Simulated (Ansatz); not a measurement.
Ge(NH2)Me3 (C3H11GeN). The state is a singlet with charge 0. Geometry PBE-D4/def2-SVP; atoms count from 1.

```xyz
16

C    -0.222   -0.316   -1.901
C     1.290    1.340    0.420
C    -1.684    0.200    0.944
Ge    0.028   -0.136    0.039
N     0.606   -1.810    0.640
H     0.759   -1.830    1.656
H     1.494   -2.095    0.208
H    -0.635    0.619   -2.329
H    -0.923   -1.145   -2.119
H     0.741   -0.530   -2.408
H     0.887    2.302    0.040
H     2.268    1.158   -0.069
H     1.459    1.443    1.510
H    -1.547    0.264    2.043
H    -2.395   -0.620    0.728
H    -2.126    1.156    0.598
```

Q: Estimate the Mulliken populations from the PBE0/def2-TZVP orbitals of Ansatz.

A: 
```csv
atom,charge (e)
C1,-0.49
C2,-0.50
C3,-0.49
Ge4,0.45
N5,-0.65
H6,0.23
H7,0.23
H8,0.13
H9,0.15
H10,0.13
H11,0.13
H12,0.13
H13,0.13
H14,0.13
H15,0.15
H16,0.13
```
Mulliken values depend strongly on the basis.

Q: And the Mayer bond orders between heavy atoms (over 0.3)?

A: C1–Ge4 0.97 (1.97 Å); C2–Ge4 0.92 (1.98 Å); C3–Ge4 0.97 (1.97 Å); Ge4–N5 1.03 (1.87 Å).
